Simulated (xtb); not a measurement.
C₃H₅, SMILES [CH2]C=C (connectivity only; charge and spin as stated), charge +1, multiplicity 1. All values are semi-empirical tight-binding results from xtb (GFN2-xTB unless named), good for trends rather than for accurate numbers. Coordinates come from a GFN2-xTB optimisation. The multiplicity is an assumed one; other spin states were not compared. The isomer is the one that the SMILES or the coordinates give; other isomers of the formula were not compared.

Optimised geometry:

```xyz
8

C      0.0000    -1.1964     0.2062
C      0.0000     0.0000    -0.4767
C      0.0000     1.1964     0.2062
H      0.0000    -2.1468    -0.3172
H      0.0000    -1.2308     1.2912
H      0.0000     0.0000    -1.5621
H      0.0000     2.1468    -0.3172
H      0.0000     1.2308     1.2912
```
Charge +1, spin multiplicity 1.

**Question.** Estimate the properties. (The exact figures need the calculation; the answer reports its results.)

**Answer.** 
The point group as xtb finds it is C2v and the orbital gap is 1.89 eV. The zero-point energy is 39.7 kcal/mol, the G − E(el) at 298.15 K (modified RRHO) comes out as 24.5 kcal/mol and the static polarisability (D4 model) is 34.3 bohr³. The solvation energy, GFN2-xTB/ALPB(water) is -63.3 kcal/mol and the solvation energy, GFN2-xTB/ALPB(ch2cl2) is -53.0 kcal/mol.

**Question.** Give the IR lines (harmonic; lines under 4 % of the strongest left out, lines within 3 cm⁻¹ merged). (Estimate from the structure and the level; the computed values follow.)

**Answer.** ν (cm⁻¹): 276 (m), 884 (w), 996 (w), 1001 (m), 1306 (s), 1417 (w), 1540 (vs), 3021 (s), 3059 (m), 3070 (m) (against the strongest line: vs over 80 %, s over 45 %, m over 15 %, w over 4 %, vw less)

**Question.** Give the atomic charges and the Wiberg bond orders between heavy atoms. (Estimate from the structure and the level; the computed values follow.)

**Answer.** charges (e) C1 0.04, C2 0.03, C3 0.04, H4 0.18, H5 0.18, H6 0.16, H7 0.18, H8 0.18. Bond orders C1–C2 1.51, C1–C3 0.31, C2–C3 1.51.
